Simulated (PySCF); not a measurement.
Br$_{3}$Ga, charge +3, doublet, at a GFN2-xTB geometry of the parent state (such geometries of metal compounds can be far from the true shape) (a state made from the parent by changing its charge; the spin is typed, not shown lowest).

Input for PySCF:
```python
from pyscf import gto, scf

mol = gto.M(
    atom='''
Ga    0.00000000    0.00000000   -0.00000000
Br    2.23134831   -0.34155522   -0.68288190
Br   -0.79598335   -1.01028512    1.97677450
Br   -1.43536497    1.35184034   -1.29389260
''',
    basis='3-21g',
    charge=3,
    spin=1,
    verbose=4,
)

mf = scf.UHF(mol)
mf.kernel()
mf.analyze()
```

Problem. What does this run give for the number of basis functions, <S^2>, HOMO energy, nuclear repulsion energy, total energy?

Solution. 
```yaml
number_of_basis_functions: 88
"<S^2>": 0.755
HOMO energy: -26.50 eV
nuclear_repulsion_energy: 1206.4526 Eh
total_energy: -9592.4023 Eh
```

These values belong to the state on which the SCF converged, which isn't shown to be the lowest.
